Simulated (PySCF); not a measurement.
[NbF4]+: fields on a plane

All numbers come from PBE0/[Nb def2-SVP with ECP28, F def2-SVP], scalar-relativistic core potentials, density fitting, no spin–orbit coupling, PySCF.

The singlet minimum has Nb–F 1.787 Å (×4); F–Nb–F 109.5° (×6).

The plane holds Nb1 at (0.00, 0.00), F2 at (1.79, 0.00), F3 at (-0.60, 1.68) Å. Columns run from x = -2.55 to 4.05 Å, rows from y = 4.05 (top) to -1.95 Å, in steps of 0.3 Å. Other isomers or separated fragments may lie lower. Core electrons replaced by a potential are absent, the electrostatic potential uses the reduced nuclear charge, and values within about 0.7 Å of such atoms have no physical meaning.

**Question.** Give the electrostatic potential (V) (cut at 20 V). Lower edges of the bins (V): '0' 2.52, '1' 2.62, '2' 2.79, '3' 3.05, '4' 3.46, '5' 4.11, '6' 5.14, '7' 6.78, '8' 9.37, '9' 13.48; top 20.0.

**Answer.** 
```
22333333344333333222100
33334444444444433332210
33444444444444444333221
44444455555555444433322
44455555555555554443332
44555677666665555444332
55557899876666655544433
55568999987776665554433
55668999998777665554433
56678999999887766554443
66778999999988776555443
66788999999999887655443
67789999999999999755443
67789999999999999865443
67789999999999999865443
67789999999999999755443
67788999999999887655443
66778899999998776555443
66677889999887766554443
56667788888877666554433
55666777777777665554433
```

**Question.** Give the electron localisation function (set to 0 where the density is under 0.005 e/Å³). Lower edges of the bins: '0' 0.000, '1' 0.089, '2' 0.177, '3' 0.266, '4' 0.355, '5' 0.444, '6' 0.532, '7' 0.621, '8' 0.710, '9' 0.798; top 0.89.

**Answer.** 
```
00000000000000000000000
00000000000000000000000
00000000000000000000000
00000011100000000000000
00001233320000000000000
00024577642000000000000
00136999974100000000000
00258977985200000000000
00258912985100000000000
00258988973001221100000
00146887421014554310000
00012223564127887520000
00000159899439999731000
00000299008549129841000
00000299009549129841000
00000169999439999731000
00000015897127887520000
00000000121014554310000
00000000000001222100000
00000000000000000000000
00000000000000000000000
```
